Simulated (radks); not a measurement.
Results of a calculation; reference values are marked as such.
Q: Mo+, configuration [Kr] 4d5. Level of theory: Dirac Kohn-Sham, BLYP, spin-unpolarised, spherical densities, point nucleus; open shells are shared between the two j in proportion to 2j + 1 (a radial shooting solver on a logarithmic mesh with Libxc functionals). Some entries of the table are withheld. Estimate them.

orbital,occ.,eigenvalue (eV),<r^2> (bohr^2)
1s1/2,2,-19823.75,0.001668
2s1/2,2,-2804.948,0.02779
2p1/2,2,(1),(2)
2p3/2,4,(3),(4)
3s1/2,2,-482.7288,0.2108
3p1/2,2,-397.6241,0.2090
3p3/2,4,-380.0707,0.2193
3d3/2,4,-229.5301,0.2056
3d5/2,6,-226.2067,0.2090
4s1/2,2,-71.0550,1.391
4p1/2,2,-46.9112,1.700
4p3/2,4,-44.4132,1.790
4d3/2,2,-10.4974,4.400
4d5/2,3,-10.2829,4.513

A: 
(1) 2p1/2 eigenvalue (eV): -2581.246
(2) 2p1/2 <r^2> (bohr^2): 0.02098
(3) 2p3/2 eigenvalue (eV): -2474.617
(4) 2p3/2 <r^2> (bohr^2): 0.02235
